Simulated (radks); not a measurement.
Charge is removed step by step from the 3d up level of Cr, starting from [Ar] 3d(up 5, down 0) 4s1. Method: non-relativistic Kohn-Sham, r2SCAN, spin-polarised, spherical densities, point nucleus; open shells are filled with parallel spins first; meta-GGA in the generalised Kohn-Sham scheme; computed with a radial shooting solver on a logarithmic mesh with Libxc functionals.

removed (e),E - E(0) (eV),eigenvalue (eV),E minus straight line (eV)
0,0.000,-3.968,0.000
0.25,1.299,-6.473,-1.052
0.5,3.259,-9.244,-1.444
0.75,5.941,-12.257,-1.112
1,9.405,-15.488,0.000

Removing the whole electron costs 9.405 eV by Delta-SCF, against 3.968 eV from minus the eigenvalue at the starting occupation. Slater's transition state (half an electron removed) gives 9.244 eV. Integrating minus the eigenvalue over the occupation (Janak's theorem) gives 9.405 eV. The mean slope of the eigenvalue, de/dn, is 11.5 eV per electron.
